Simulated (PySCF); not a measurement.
## Broadened absorption spectrum of C7H4O

Compound: C7H4O.
SMILES: `C#CC(=O)C#CC=C`

Method: PySCF, TDDFT PBE0/def2-SVPD, vertical, gas phase, core orbitals frozen in the response. Geometry: GFN2-xTB; no solvent, vibrations or thermal averaging.

Computed states:

```csv
state,E (eV),f
S1,3.51,0.0000
S2,4.07,0.0000
S3,4.43,0.390
S4,4.81,0.0001
S5,5.33,0.101
S6,6.03,0.0002
```

Broadening: Gaussians 0.4 eV wide at half height, area fixed by f = 4.319×10⁻⁹ ∫ε dν̃. The width is an assumption, not a result. The curve ends short of the highest state used, and states not computed would add to its high-energy end.

Task: Give the broadened spectrum and its maxima.

Result: 
(λ (nm), ε (L mol⁻¹ cm⁻¹)): (228.5, 5906), (235.4, 6313), (242.2, 3068), (249.0, 926), (255.9, 1526), (262.7, 6421), (269.5, 16281), (276.4, 25129), (283.2, 24925), (290.0, 17013), (296.9, 8303), (303.7, 3094), (310.6, 890), (317.4, 213), (324.2, 43), (331.1, 7), (337.9, 1), (344.7, 0), (351.6, 0), (358.4, 0), (365.2, 0), (372.1, 0), (378.9, 0), (385.7, 0), (392.6, 0), (399.4, 0), (406.3, 0), (413.1, 0), (419.9, 0), (426.8, 0)

Maxima: 280 nm (4.43 eV), ε about 26000, made up of S3 (100%); 232 nm (5.33 eV), ε about 6800, made up of S5 (100%) (ε in L mol⁻¹ cm⁻¹; maxima over ε = 5, shares over 10%).

Task: On this curve, what absorbance would a 10⁻⁵ mol/L sample give at 254 nm over a 1 cm path?

Result: 254 nm is 4.881 eV, where ε is about 1000 L mol⁻¹ cm⁻¹, so A = ε c l ≈ 0.01 (Beer–Lambert, with the gas-phase spectrum and the assumed width).

Task: Does any computed singlet lie in the visible range?

Result: No computed singlet lies in the visible range (380 to 750 nm); the lowest, at 354 nm, stands 0.24 eV above its violet end (3.26 eV); a Tamm–Dancoff triplet lies at 437 nm, without intensity as long as spin–orbit coupling is left out.

Task: What would ε be at 4.43 eV, the highest of these maxima, with half the width (0.2 eV)?

Result: About 52600 L mol⁻¹ cm⁻¹ against 26300, a factor of about 2.00; a lone state at its own centre would give exactly 2.
